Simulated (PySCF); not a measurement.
AsH4Si, SMILES [SiH3][AsH], multiplicity 2.

Coordinates come from a PBE0-D3(BJ)/def2-TZVP optimisation. The isomer is the one that the SMILES or the coordinates give; other isomers of the formula were not compared.

Computed with PBE0-D3(BJ)/def2-TZVP run with PySCF.

Frequencies are harmonic and unscaled.

| mode | ν (cm⁻¹) | IR (km/mol) | moving atoms (share of kinetic energy) |
|---|---|---|---|
| 1 | 164 | 0.8 | H 99 % |
| 2 | 362 | 0.3 | Si 64 %, As 29 % |
| 3 | 445 | 12.8 | H 97 % |
| 4 | 474 | 14.6 | H 92 % |
| 5 | 707 | 21.8 | H 91 % |
| 6 | 881 | 277.1 | H 92 %, Si 8 % |
| 7 | 934 | 39.1 | H 97 % |
| 8 | 938 | 40.7 | H 97 % |
| 9 | 2187 | 55.5 | H 99 % |
| 10 | 2209 | 64.6 | H 99 % |
| 11 | 2218 | 85.5 | H 96 % |
| 12 | 2233 | 106.7 | H 96 % |
